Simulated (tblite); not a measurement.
C6H13N (charge +1 and doublet state).
Z-matrix (Å and degrees, GFN2-xTB geometry), rows numbered from 1:
```
C 
C   1  1.5210
N   2  1.3888  1  111.96
C   2  1.6051  1  106.77  3   119.25
C   4  1.5259  2  114.78  1    64.84
C   5  1.5401  4   86.80  2   132.93
C   4  1.5242  2  115.62  1   170.43
H   1  1.0876  2  111.59  3   -55.42
H   1  1.0851  2  111.08  3  -176.92
H   1  1.0891  2  108.53  3    63.71
H   2  1.0937  1  112.11  3  -124.38
H   3  1.0074  2  121.45  1  -157.54
H   3  1.0091  2  119.57  1    38.52
H   4  1.0903  2  107.33  1   -61.95
H   5  1.0871  4  115.15  2  -107.58
H   5  1.0873  4  115.21  2    20.70
H   6  1.0878  5  111.25  4   100.24
H   6  1.0859  5  115.54  4  -132.30
H   7  1.0878  4  115.20  2   -19.96
H   7  1.0874  4  115.57  2   108.46
```

Structure optimised with GFN2-xTB, isolated species. This method treats the open shell by occupation alone, without spin polarisation.

Masses are those of the commonest isotopes; rigid-rotor values at the optimised geometry. The values belong to one conformer with, in the numbering `[CH3:1][C@@H:2]([NH2+:3])[CH:4]1[CH2:5][CH2:6][CH2:7]1`, C1–C2–N3–H -158° and 39°, C1–C2–C4–C5 65°, C2–C4–C5–C6 133°, C4–C5–C6–C7 -13°, C5–C6–C7–C4 13°, C2–C4–C7–C6 -132°.

(1) What are A, B and C (GHz)?

(2) Classify the top.

(3) What does the inertial defect say?

(4) Give the coordinates in the principal-axis frame, origin at the centre of mass.

(5) List the rotational levels J(Ka,Kc) to J = 5 (MHz).

(6) Estimate the classical rotational partition function at 25 K, 298.15 K and 500 K.

Answers

(1) Ia = 107.31, Ib = 268.86, Ic = 345.98 u·Å²; 505379 MHz·u·Å²/I gives 4710, 1880 and 1461 MHz, that is A = 4.7097, B = 1.8797, C = 1.4607 GHz.

(2) An asymmetric top; Ray's κ = -0.742.

(3) Not planar: Δ = Ic − Ia − Ib = -30.18 u·Å². For a rigid frame Δ = −2 Σ m c², so Σ m c² = 15.09 u·Å² lies off the ab plane: 11.42 from hydrogen and 3.67 from heavier atoms. The atom farthest from that plane is 1.48 Å away.

(4) The sense of each axis is arbitrary; atoms in the order of the calculation.
```json
{"atom": "C1", "mass (u)": "12.000", "a (Å)": "1.849", "b (Å)": "-1.249", "c (Å)": "-0.034"}
{"atom": "C2", "mass (u)": "12.000", "a (Å)": "1.125", "b (Å)": "0.031", "c (Å)": "0.353"}
{"atom": "N3", "mass (u)": "14.003", "a (Å)": "1.833", "b (Å)": "1.164", "c (Å)": "-0.029"}
{"atom": "C4", "mass (u)": "12.000", "a (Å)": "-0.287", "b (Å)": "0.014", "c (Å)": "-0.410"}
{"atom": "C5", "mass (u)": "12.000", "a (Å)": "-1.233", "b (Å)": "-1.102", "c (Å)": "0.023"}
{"atom": "C6", "mass (u)": "12.000", "a (Å)": "-2.330", "b (Å)": "-0.024", "c (Å)": "0.103"}
{"atom": "C7", "mass (u)": "12.000", "a (Å)": "-1.276", "b (Å)": "1.095", "c (Å)": "0.009"}
{"atom": "H8", "mass (u)": "1.008", "a (Å)": "2.071", "b (Å)": "-1.278", "c (Å)": "-1.098"}
{"atom": "H9", "mass (u)": "1.008", "a (Å)": "1.260", "b (Å)": "-2.123", "c (Å)": "0.223"}
{"atom": "H10", "mass (u)": "1.008", "a (Å)": "2.791", "b (Å)": "-1.292", "c (Å)": "0.511"}
{"atom": "H11", "mass (u)": "1.008", "a (Å)": "0.902", "b (Å)": "0.071", "c (Å)": "1.423"}
{"atom": "H12", "mass (u)": "1.008", "a (Å)": "1.685", "b (Å)": "2.053", "c (Å)": "0.421"}
{"atom": "H13", "mass (u)": "1.008", "a (Å)": "2.321", "b (Å)": "1.171", "c (Å)": "-0.913"}
{"atom": "H14", "mass (u)": "1.008", "a (Å)": "-0.078", "b (Å)": "0.010", "c (Å)": "-1.480"}
{"atom": "H15", "mass (u)": "1.008", "a (Å)": "-1.360", "b (Å)": "-1.905", "c (Å)": "-0.699"}
{"atom": "H16", "mass (u)": "1.008", "a (Å)": "-1.027", "b (Å)": "-1.532", "c (Å)": "1.000"}
{"atom": "H17", "mass (u)": "1.008", "a (Å)": "-2.966", "b (Å)": "-0.042", "c (Å)": "-0.780"}
{"atom": "H18", "mass (u)": "1.008", "a (Å)": "-2.928", "b (Å)": "-0.030", "c (Å)": "1.009"}
{"atom": "H19", "mass (u)": "1.008", "a (Å)": "-1.086", "b (Å)": "1.545", "c (Å)": "0.981"}
{"atom": "H20", "mass (u)": "1.008", "a (Å)": "-1.442", "b (Å)": "1.887", "c (Å)": "-0.718"}
```

(5) Above 0(0,0):
J = 1: 1(0,1) 3340, 1(1,1) 6170, 1(1,0) 6589
J = 2: 2(0,2) 9978, 2(1,2) 12432, 2(1,1) 13689, 2(2,1) 22179, 2(2,0) 22222
J = 3: 3(0,3) 19830, 3(1,3) 21799, 3(1,2) 24311, 3(2,2) 32200, 3(2,1) 32413, 3(3,1) 47424, 3(3,0) 47426
J = 4: 4(0,4) 32785, 4(1,4) 34244, 4(1,3) 38415, 4(2,3) 45528, 4(2,2) 46148, 4(3,2) 60864, 4(3,1) 60883, 4(4,1) 82070, 4(4,0) 82070
J = 5: 5(0,5) 48734, 5(1,5) 49737, 5(1,4) 55945, 5(2,4) 62135, 5(2,3) 63506, 5(3,3) 77687, 5(3,2) 77764, 5(4,2) 98868, 5(4,1) 98869, 5(5,1) 126134, 5(5,0) 126134
The levels of one J sum to (2J + 1)J(J + 1)(A + B + C)/3.

(6) Point group C1, symmetry number σ = 1; q = (√π/σ)·√((kT/h)³/(ABC)), k/h = 20836.6 MHz/K: 5860 at 25 K, 241000 at 298.15 K, 524000 at 500 K.

For this open shell read J as N, the rotation without spin; fine and hyperfine splittings come on top. Its GFN2-xTB frequencies are all real (lowest 75 cm⁻¹). Constants of a rigid frame at the computed geometry: no zero-point averaging, no centrifugal distortion.
